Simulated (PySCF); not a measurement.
These 9 structures share the formula C8H18O. Theory: PBE0-D3(BJ)/def2-SVP geometry optimisation, gas phase (PySCF 2.14.0). Energies are electronic, without zero-point or thermal terms, for one conformer each. No frequencies were run at this level. Point groups hold within 0.08 Å.

Question: Rank from lowest to highest electronic energy at this level (kcal/mol).
A. `[CH3:1][CH2:2][CH2:3][C@:4]([CH3:5])([CH2:6][CH3:7])[O:8][CH3:9]` with C1–C2–C3–C4 171°, C2–C3–C4–C5 -177°, C3–C4–C6–C7 178°, C3–C4–O8–C9 -67°
B. `[CH3:1][C:2]([CH3:3])([CH3:4])[CH2:5][CH2:6][CH2:7][CH2:8][OH:9]` with C2–C5–C6–C7 180°, C5–C6–C7–C8 180°, C6–C7–C8–O9 177°, C7–C8–O9–H 60° (5,5-dimethylhexan-1-ol)
C. `CC(C)(C)OC(C)(C)C`
D. `[CH3:1][CH2:2][CH2:3][C@@H:4]([CH3:5])[O:6][CH:7]([CH3:8])[CH3:9]` with C1–C2–C3–C4 179°, C2–C3–C4–C5 177°, C3–C4–O6–C7 153°, C4–O6–C7–C8 -84°
E. `[CH3:1][CH2:2][CH2:3][CH2:4][O:5][CH2:6][CH2:7][CH2:8][CH3:9]` with C1–C2–C3–C4 -178°, C2–C3–C4–O5 61°, C3–C4–O5–C6 -176°, C4–O5–C6–C7 -177°, O5–C6–C7–C8 61° (n-Bu2O)
F. `[CH3:1][CH2:2][C@@H:3]([CH3:4])[CH2:5][C@H:6]([OH:7])[CH2:8][CH3:9]` with C1–C2–C3–C4 169°, C2–C3–C5–C6 167°, C3–C5–C6–O7 -56°, C5–C6–O7–H -60°, C5–C6–C8–C9 -178°
G. `[CH3:1][CH2:2][CH2:3][CH2:4][CH2:5][CH2:6][CH2:7][CH2:8][OH:9]` with C1–C2–C3–C4 180°, C2–C3–C4–C5 180°, C3–C4–C5–C6 180°, C4–C5–C6–C7 180°, C5–C6–C7–C8 -175°
H. `[CH3:1][CH2:2][CH2:3][CH2:4][CH2:5][CH2:6][C@H:7]([CH3:8])[OH:9]` with C1–C2–C3–C4 180°, C2–C3–C4–C5 180°, C3–C4–C5–C6 180°, C4–C5–C6–C7 -175°, C5–C6–C7–C8 -63° (2-octanol)
I. `[CH3:1][CH2:2][C@@H:3]([CH3:4])[O:5][C@@H:6]([CH3:7])[CH2:8][CH3:9]` with C1–C2–C3–C4 177°, C2–C3–O5–C6 153°, C3–O5–C6–C7 150°, O5–C6–C8–C9 172° (s-Bu2O)

Answer: F (0.0), H (1.3), D (3.2), I (3.6), B (3.6), G (4.1), C (6.4), E (7.9), A (8.9).

As drawn, the lowest has an O–H bond, which the highest lacks. Neighbours under 2.5 kcal/mol apart (CC[C@@H](C)C[C@H](O)CC and CCCCCC[C@H](C)O; CCCCCC[C@H](C)O and CCC[C@@H](C)OC(C)C; CCC[C@@H](C)OC(C)C and CC[C@@H](C)O[C@@H](C)CC; CC[C@@H](C)O[C@@H](C)CC and CC(C)(C)CCCCO; others) can change places with a better method, another conformer or zero-point energy.

```csv
SMILES,E (Eh),E rel (kcal/mol),dipole (D),point group,"A, B, C (MHz)"
CC[C@@H](C)C[C@H](O)CC,-390.19363,0.0,1.40,C1,"2748, 735.6, 674.7"
CCCCCC[C@H](C)O,-390.19150,1.3,1.60,C1,"5526, 423.3, 405.7"
CCC[C@@H](C)OC(C)C,-390.18846,3.2,1.12,C1,"2140, 886.5, 721.0"
CC[C@@H](C)O[C@@H](C)CC,-390.18795,3.6,1.10,C1,"2112, 934.7, 790.0"
CC(C)(C)CCCCO,-390.18793,3.6,1.65,–,"3773, 545.5, 539.7"
CCCCCCCCO,-390.18702,4.1,1.49,C1,"6551, 378.2, 369.4"
CC(C)(C)OC(C)(C)C,-390.18345,6.4,1.08,C2,"2321, 1114, 1104"
CCCCOCCCC,-390.18104,7.9,0.96,C2,"2786, 570.3, 512.1"
CCC[C@](C)(CC)OC,-390.17945,8.9,1.06,C1,"2039, 1044, 886.3"
```
